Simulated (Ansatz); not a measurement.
Job for Ansatz (a first-principles code): SC-NEVPT2 on CASSCF(6,4)/def2-SVP on F2Pb (SMILES [F][Pb][F]), a point of a bond scan (R = 5.550 Å). Elements past Kr take the def2 small-core potentials; no spin–orbit coupling.

Ansatz 0.2 input:
```yaml
crystal:
  periodic: [false, false, false]
  atoms:
    - {symbol: Pb, position_ang: [0.02962032, -0.01891666, 0.24316538]}
    - {symbol: F, position_ang: [1.69217005, 3.84010629, -3.38282165]}
    - {symbol: F, position_ang: [-0.91525349, -1.23799932, -1.11571404]}
basis:
  gaussian:
    orbitals: def2-SVP
    pivot_positions_ang: [[0.02962032, -0.01891666, 0.24316538], [1.69217005, 3.84010629, -3.38282165], [-0.91525349, -1.23799932, -1.11571404]]
magnetization: {spin_polarized: false}
correlation: {method: sc_nevpt2, electrons: outside_noble_gas, active_space: {window: {electrons: 6, orbitals: 4}}}
output: {orbitals: {seedname: ./end}}
```

Program output:

```
WARN ansatz: RAYON_NUM_THREADS=1 ignored (pool sized by the plan → 1); use --threads N
Functional definition: HF
integrals: 0.01 GiB planned
636 factors; integrals over basis functions are off by at most 1.3e-4 eV
mean field: 0.12 GiB planned
mean field evaluation 1: about -10617.1824 eV, gradient 5.1e1 eV
mean field evaluation 2: about -10617.2213 eV, gradient 5.1e1 eV
mean field evaluation 4: about -10616.6993 eV, gradient 5.9e1 eV
mean field evaluation 8: about -10621.8143 eV, gradient 8.9e-1 eV
mean field evaluation 16: about -10621.9315 eV, gradient 7.4e-4 eV
mean field evaluation 32: about -10612.7397 eV, gradient 5.7e1 eV
mean field evaluation 64: about -10621.7004 eV, gradient 3.4e0 eV
mean field -10621.93150300 eV, -390.3487829315 hartree, gradient 9.4e-6 eV, S^2 0.000000; 6 other end points of the search recorded, 0 dependent functions left out; unrestricted orbitals would lower it
reference -10621.93150300 eV, -390.3487829315 hartree; 20, 20 occupied and 34, 34 virtual orbitals, 636 factors
configuration interaction: 0.14 GiB planned
configuration interaction: 0.00 GiB planned
state -10625.55566189 eV, -390.4819683142 hartree
state -10625.55566189 eV, -390.4819683142 hartree; corrected -10635.65244147 eV, -390.8530181198 hartree
WARN: 2 active orbitals are nearly empty or full. The corrections depend on them more than the energy does, and are more stable in an active space without them
Total energy: -10635.65244147 eV, -390.8530181198 hartree
```

Self-consistency was reached.

Warnings raised: idle orbitals.

Cost: around 8 core-seconds (rough).
